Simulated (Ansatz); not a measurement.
One geometry of the cluster Al₉⁺, several levels of theory.

```yaml
crystal:
  periodic: [false, false, false]
  atoms:
    - {symbol: Al, position_ang: [-0.712813, 2.690264, 1.021833]}
    - {symbol: Al, position_ang: [-2.618687, -1.175478, -0.021776]}
    - {symbol: Al, position_ang: [1.547846, -2.298728, -0.058701]}
    - {symbol: Al, position_ang: [-0.360022, -0.057606, 0.991271]}
    - {symbol: Al, position_ang: [0.701885, 0.045926, -1.270732]}
    - {symbol: Al, position_ang: [1.599663, 1.951156, 0.438568]}
    - {symbol: Al, position_ang: [-0.696299, -2.284062, -1.179097]}
    - {symbol: Al, position_ang: [-2.356642, 1.322228, -0.349497]}
    - {symbol: Al, position_ang: [2.895079, -0.193689, 0.428131]}
basis:
  gaussian: {orbitals: def2-TZVP, initial_orbitals: start.molden}
total_charge: 1
correlation: {method: mp2}
scf: {omitted_lower_state_checks: [starts]}
output: {orbitals: {seedname: orbitals}}
```

The file start.molden holds the orbitals of an earlier run on this structure, at another level or in another basis.

```sh
$ ansatz run in.yaml --threads 4 --pin off --events-out ev --progress --plain --max-ram 4787MiB
```

It prints (some lines left out):

```
Functional definition: HF
2072 factors; integrals over basis functions are off by at most 9.7e-4 eV
mean field evaluation 1: about -59237.0957 eV, gradient 4.9e1 eV
mean field evaluation 2: about -59238.5170 eV, gradient 2.0e0 eV
mean field evaluation 4: about -59239.4038 eV, gradient 2.2e0 eV
mean field evaluation 8: about -59239.4338 eV, gradient 1.7e-3 eV
mean field -59239.43377618 eV, -2177.0090373441 hartree, gradient 2.7e-6 eV, S^2 0.000000; 0 other end points of the search recorded, 0 dependent functions left out; unrestricted orbitals would lower it
mean field evaluation 16: about -59239.5282 eV, gradient 5.9e-1 eV
45 core orbitals not correlated: weight in the atoms' cores, before any rotation towards them, 1.000 or more for the frozen orbitals, at most 0.000 for the correlated occupied ones
reference -59239.43377618 eV, -2177.0090373441 hartree; 13, 13 occupied and 275, 275 virtual orbitals, 2072 factors
second order -19.54842859 eV of doubles, -0.00000000 eV of singles
Total energy: -59258.98220476 eV, -2177.7274288443 hartree
Checks for a lower state left out: starts
```

It took 18 s on 4 threads of Arm Neoverse V2 on a shared host, peak host memory 1.4 GiB.

The first input with `hamiltonian: {xc: r2scan, dispersion: d4}` and without the key `correlation` (abridged; 23 s):

```
Functional definition: r2SCAN
mean field -59362.13792217 eV, -2181.5183315376 hartree, gradient 2.0e-5 eV, S^2 0.000000
Total energy: -59362.25571003 eV, -2181.5226601615 hartree
Checks for a lower state left out: starts
```

The first input with `hamiltonian: {xc: pbe, dispersion: d4}` and without the key `correlation` (abridged; 9.5 s):

```
Functional definition: PBE
mean field -59336.58811185 eV, -2180.5793933264 hartree, gradient 2.1e-5 eV, S^2 0.000000
Total energy: -59337.18152265 eV, -2180.6012007713 hartree
Checks for a lower state left out: starts
```

First input, but with `gaussian: {orbitals: def2-SVP, initial_orbitals: start.molden}`, `hamiltonian: {xc: pbe, dispersion: d4}` and without the key `correlation` (abridged; 3.9 s):

```
Functional definition: PBE
mean field -59315.43361493 eV, -2179.8019799037 hartree, gradient 1.2e-5 eV, S^2 0.000000
Total energy: -59316.02702539 eV, -2179.8237873360 hartree
Checks for a lower state left out: starts
```

The first input with `hamiltonian: {xc: {name: BHLYP}, dispersion: d4}` and without the key `correlation` (abridged; 28 s):

```
Functional definition: BHLYP
mean field -59366.31560716 eV, -2181.6718586291 hartree, gradient 1.6e-5 eV, S^2 0.000000
Total energy: -59367.46674968 eV, -2181.7141623364 hartree
Checks for a lower state left out: starts
```

First input, but with `hamiltonian: {xc: pbe0, dispersion: d4}`, `output: {forces: true, orbitals: {seedname: orbitals}}` and without the key `correlation` (abridged; 34 s):

```
Functional definition: PBE0
mean field -59341.03827754 eV, -2180.7429338993 hartree, gradient 1.6e-5 eV, S^2 0.000000
Total energy: -59341.55904189 eV, -2180.7620716361 hartree
Atom 0 force     0.056601    -0.145448    -0.117849 eV/Å
Atom 1 force     0.164842     0.089338    -0.076819 eV/Å
Atom 2 force    -0.057425     0.126120    -0.038103 eV/Å
Atom 3 force    -0.018008     0.017388    -0.040052 eV/Å
Atom 4 force    -0.074775    -0.000838     0.101623 eV/Å
Atom 5 force    -0.133312    -0.143313    -0.017227 eV/Å
Atom 6 force     0.028997     0.148842     0.126163 eV/Å
Atom 7 force     0.163485    -0.103698     0.085236 eV/Å
Atom 8 force    -0.130405     0.011609    -0.022971 eV/Å
Dipole moment:    -0.023778    -0.013452     0.075924 e Å
Checks for a lower state left out: starts
```

First input, but with `hamiltonian: {xc: {name: BLYP}, dispersion: d4}` and without the key `correlation` (abridged; 9.5 s):

```
Functional definition: BLYP
mean field -59368.78992856 eV, -2181.7627882634 hartree, gradient 2.7e-5 eV, S^2 0.000000
Total energy: -59369.97749404 eV, -2181.8064304900 hartree
Checks for a lower state left out: starts
```

Geometry: PBE-D4/def2-SVP.

Correlated methods freeze 45 core orbitals. At MP2/def2-TZVP the restricted singlet (for correlated methods, its reference) is unstable: a solution with broken spin symmetry lies lower. The restricted singlet is unstable towards broken spin symmetry in Hartree–Fock (as tested in another run); at r2SCAN-D4/def2-TZVP, PBE-D4/def2-SVP, BHLYP-D4/def2-TZVP, PBE0-D4/def2-TZVP and others this wasn't settled. The structure comes from a short search, and lower isomers may exist.
